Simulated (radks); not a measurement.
Spherical jellium clusters: N electrons in a uniform positive sphere of charge N and radius rs N^(1/3), rs = 2.92 bohr. Method: non-relativistic Kohn-Sham, LDA (Slater exchange, Perdew-Wang correlation), spin-polarised, spherical densities; computed with a radial shooting solver with Libxc functionals. Levels are named by radial order and angular momentum (1s, 1p, 1d, 2s, ...), and open shells are averaged over m. Each electron was tried in the lowest free levels, single moves between levels near the top were tried too, and the lowest total energy was kept; such a search can miss a lower state. Energies include the self-energy of the background; IP and EA are vertical (highest electron removed, lowest free level filled), at fixed background; spill-out counts the electrons outside the background radius R, and alpha is the static dipole polarisability from linear response (closed shells only). A dash means not computed or, for alpha, an open shell; in EA it means that no bound solution was reached, which is typical of self-interaction and does not show that the anion is unstable. Real open-shell clusters deform, which this model forbids.

N	open shells	2S	E/N (eV)	E(N+1) + E(N-1) - 2E(N) (eV)	IP (eV)	-e(HOMO) (eV)	spill-out (e)	alpha/R^3
1	1s(up 1, down 0)	1	-0.792	-	-	3.621	0.50	-
2	none	0	-1.459	1.801	6.672	4.062	0.70	1.966
3	1p(up 1, down 0)	1	-1.081	-0.867	4.355	2.330	1.07	-
4	1p(up 2, down 0)	2	-1.109	-0.707	5.214	3.097	1.30	-
5	1p(up 3, down 0)	3	-1.267	0.336	5.731	3.616	1.46	-
6	1p(up 3, down 1)	2	-1.317	-0.574	5.203	3.296	1.63	-
7	1p(up 3, down 2)	1	-1.434	-0.431	5.667	3.746	1.77	-
8	none	0	-1.576	2.058	5.982	4.077	1.89	1.645
9	1d(up 1, down 0)	1	-1.458	-0.390	3.815	2.151	2.11	-
10	1d(up 2, down 0)	2	-1.403	-0.353	4.224	2.557	2.30	-
11	1d(up 3, down 0)	3	-1.389	-0.313	4.549	2.887	2.45	-
12	1d(up 4, down 0)	4	-1.404	-0.277	4.813	3.163	2.58	-
13	1d(up 5, down 0)	5	-1.438	0.422	5.033	3.397	2.70	-
14	1d(up 5, down 0) 2s(up 1, down 0)	6	-1.437	-0.250	4.552	3.040	2.97	-
15	1d(up 5, down 2)	3	-1.453	-0.266	4.786	3.239	2.94	-
16	1d(up 5, down 3)	2	-1.483	-0.219	4.995	3.457	3.05	-
17	1d(up 5, down 4)	1	-1.523	-0.194	5.172	3.645	3.14	-
18	none	0	-1.569	0.258	5.323	3.809	3.24	1.490
19	2s(up 1, down 0)	1	-1.596	0.216	5.024	3.559	3.43	-
20	none	0	-1.610	1.056	4.825	3.410	3.66	1.540
21	1f(up 1, down 0)	1	-1.573	-0.201	3.809	2.418	3.79	-
22	1f(up 2, down 0)	2	-1.548	-0.187	3.994	2.610	3.91	-
23	1f(up 3, down 0)	3	-1.533	-0.173	4.159	2.783	4.01	-
24	1f(up 4, down 0)	4	-1.527	-0.161	4.307	2.939	4.11	-
25	1f(up 5, down 0)	5	-1.528	-0.150	4.440	3.081	4.20	-
26	1f(up 6, down 0)	6	-1.534	-0.140	4.561	3.211	4.28	-
27	1f(up 7, down 0)	7	-1.545	0.403	4.672	3.330	4.36	-
28	1f(up 7, down 1)	6	-1.541	-0.152	4.240	2.935	4.45	-
29	1f(up 7, down 2)	5	-1.542	-0.141	4.374	3.075	4.54	-
30	1f(up 7, down 3)	4	-1.548	-0.131	4.495	3.203	4.62	-
31	1f(up 7, down 4)	3	-1.558	-0.122	4.606	3.321	4.70	-
32	1f(up 7, down 5)	2	-1.571	-0.114	4.707	3.429	4.77	-
33	1f(up 7, down 6)	1	-1.587	-0.106	4.800	3.529	4.84	-
34	none	0	-1.605	0.489	4.886	3.622	4.91	1.384
35	2p(up 1, down 0)	1	-1.607	-0.063	4.377	3.161	5.11	-
36	2p(up 2, down 0)	2	-1.612	-0.054	4.469	3.259	5.30	-
37	2p(up 3, down 0)	3	-1.618	0.261	4.548	3.345	5.49	-
38	2p(up 3, down 1)	2	-1.616	-0.062	4.310	3.143	5.70	-
39	2p(up 3, down 2)	1	-1.616	-0.054	4.408	3.247	5.90	-
40	none	0	-1.618	0.526	4.494	3.338	6.11	1.484
41	1g(up 1, down 0)	1	-1.607	-0.110	3.997	2.825	6.17	-
42	1g(up 2, down 0)	2	-1.598	-0.104	4.081	2.913	6.23	-
43	1g(up 3, down 0)	3	-1.593	-	4.160	2.997	6.28	-

All shells are closed at N = 2, 8, 18, 20, 34, 40 (there: 1s2 1p6 1d10 2s2 1f14 2p6); the second difference of the energy has clear peaks (12 % above both neighbours; the first and last values, which can be the largest, are not judged, and half-filled shells can peak too) at N = 5, 8, 13, 18, 20, 27, 34, 37, 40.
